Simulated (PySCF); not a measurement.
C4H8O2SSi.
Structure used (GFN2-xTB), in Å, numbered top down from 1:
```xyz
16
C4H8O2SSi angstrom
O     -2.878    1.255    0.776
C     -1.819    0.820    0.408
C     -0.850    1.592   -0.476
O      0.410    0.981   -0.491
C      0.310   -0.445   -0.596
C      1.700   -1.017   -0.397
S      2.336   -0.681    1.275
Si    -1.036   -0.919    0.693
H     -1.287    1.620   -1.489
H     -0.715    2.618   -0.127
H     -0.012   -0.697   -1.623
H      1.682   -2.100   -0.504
H      2.405   -0.589   -1.110
H      2.172    0.635    1.189
H     -0.539   -1.062    2.052
H     -1.887   -2.001    0.210
```

Definitions: NICS(0) = −σiso at the ring centroid; NICS(1) = −σiso and NICS(1)zz = −σzz at ±1 Å along the ring normal z. Level: GIAO PBE0/pcSseg-1 (PySCF, non-relativistic, gas phase) on the GFN2-xTB geometry, one conformer.

Ring bond lengths (Å), with Mayer bond orders in brackets: C2–C3 1.521 (0.92), C3–O4 1.400 (0.93), O4–C5 1.433 (0.86), C5–Si8 1.924 (0.85), Si8–C2 1.929 (0.81).

Question: Give the NICS values of each ring in ppm.

Answer: 
| ring | type | NICS(0) | NICS(1), two faces | NICS(1)zz, two faces | rms pucker (Å) | centre to ring atoms, mean (Å) |
| --- | --- | --- | --- | --- | --- | --- |
| C2–C3–O4–C5–Si8 | 5-membered ring with O and Si; formal bonds all single | 1.3 | -1.7 / -1.7 | -2.0 / -3.1 | 0.18 | 1.37 |

Question: What do they say, and how far can they be read as aromaticity?

Answer: 
- C2–C3–O4–C5–Si8: mean NICS(1)zz -2.6 ppm, near zero. C3, C5, Si8 have four or more neighbours; no verdict on aromaticity is drawn.

Question: At the second NICS(1) probe listed for ring C2–C3–O4–C5–Si8, 1 Å off the ring, what do the in-plane components average?

Answer: The isotropic value is a third of the trace: (3 × -1.7 − (-3.1))/2 = -1.0 ppm.

Question: List the ring angles and the Hirshfeld charges of the ring atoms.

Answer: 
- C2–C3–O4–C5–Si8: C2 106.6° (+0.078 e), C3 110.9° (-0.012 e), O4 111.9° (-0.133 e), C5 104.1° (-0.049 e), Si8 87.8° (+0.309 e); sum 521.4° against 540° for a flat convex ring.
